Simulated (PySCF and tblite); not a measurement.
The numbers below are computed, except where a source is named.
Barrier and rate of a rotation

System: C4H3BF2O, numbered as in [F:1][B:2]([F:3])/[CH:4]=[C:5]1\[CH:6]=[CH:7][O:8]1.

Motion: rotation about the B2–C4 bond (torsion F1–B2–C4–C5 from 180° to 360°, rising). Geometries: B3LYP-D3(BJ)/def2-SVP; energies: PBE0/pcSseg-1 + D3(BJ), IEF-PCM methanol; zero-point and thermal terms from GFN2-xTB harmonic modes (soft modes blended into free rotors). Rates follow Eyring's equation with the number of equivalent paths and no tunnelling. (PySCF 2.14 with density fitting, tblite 0.8.)

```csv
point,symmetry,E(GFN2) kcal/mol,E(DFT) kcal/mol,ZPE change kcal/mol,lowest mode cm⁻¹,dipole D
start,Cs,0.0,0.0,0.00,57,2.82
saddle,Cs,4.5,6.7,-0.25,70i,1.84
end,Cs,0.0,0.0,0.00,58,2.82
```

```json
{
 "Electronic barrier": "6.7 kcal/mol",
 "Barrier with zero-point energy": "6.5 kcal/mol",
 "ΔH‡ (298 K)": "6.0 kcal/mol",
 "ΔS‡ (298 K, symmetry apart)": "-3.2 cal/(mol K)",
 "Paths": "2 equivalent paths",
 "End point": "the same structure with atoms interchanged, or its mirror image",
 "Mean lifetime of the start against this motion at 298 K": "9.5 ns",
 "Cost": "120 s on 1 thread of Arm Neoverse V2 (shared host) (rough), peak memory 0.83 GiB, launched as `OMP_NUM_THREADS=1 python ens_run.py task.json out`"
}
```

```csv
T/K,ΔG‡ kcal/mol,k s⁻¹
200,6.7,3.9×10⁵
250,6.8,1.2×10⁷
298,6.9,1×10⁸
350,7.0,5.8×10⁸
400,7.2,2×10⁹
```

ΔG and ΔG‡ leave out symmetry numbers and mirror images; rates count paths: 2 out.
